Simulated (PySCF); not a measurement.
C2H5AlClF (SMILES C[CH2][Al]([F])[Cl]), singlet, geometry from GFN2-xTB (such geometries of metal compounds can be far from the true shape). Base run: HF/6-31G, polarisability (PySCF).

PySCF was given this input:
```python
from pyscf import gto, scf
from pyscf.prop import polarizability

mol = gto.M(
    atom='''
Al    0.07499423   -0.05766671    0.20655526
F     0.03353185   -1.63278634    0.72074128
Cl    0.82216247    1.31101059    1.50461460
C    -0.62310584    0.27748612   -1.63735811
C    -1.09550742   -1.02843023   -2.28579116
H     0.14663013    0.74443296   -2.26186206
H    -1.44772739    0.99852513   -1.61205886
H    -1.88642641   -1.48732454   -1.69541609
H    -0.27770618   -1.74370570   -2.35107302
H    -1.47656417   -0.84869899   -3.29103244
''',
    basis='6-31g',
    verbose=4,
)

mf = scf.RHF(mol)
mf.kernel()
alpha = mf.Polarizability().polarizability()[2, 2]
print('alpha_zz =', alpha)
```

The base run was repeated with changes; each row names its change, and settings that it needs were set with it.

| change | alpha_zz (bohr³) | basis functions | core-seconds (rough) |
|---|---|---|---|
| base | 49.70 | 63 | 1 |
| basis = STO-3G | 27.57 | 38 | 0.6 |
| basis = cc-pVDZ | 53.55 | 103 | 4 |
| finite field (a.u.) = 0.02; conv_tol = 1e-11 | 49.93 | 63 | 2 |
| basis = def2-SVP | ? | 103 | 4 |
| finite field (a.u.) = 2e-4; conv_tol = 1e-6 | 49.30 | 63 | 0.9 |
| finite field (a.u.) = 2e-4; conv_tol = 1e-11 | 49.70 | 63 | 1 |
| finite field (a.u.) = 0.001; conv_tol = 1e-11 | 49.70 | 63 | 1 |
| functional = lda,vwn | 59.28 | 63 | 6 |
| functional = pbe | ? | 63 | 20 |
| functional = camb3lyp | 54.24 | 63 | 30 |
| basis = 6-31+G* | 55.29 | 108 | 7 |

Q: Complete the blanks.

A: 
- basis = def2-SVP, alpha_zz (bohr³): 49.80
- functional = pbe, alpha_zz (bohr³): 58.70

Finite-field rows take the second difference of the energy in a field along z; a small field with loose convergence shows SCF noise divided by the square of the field, and a large one adds hyperpolarisability.
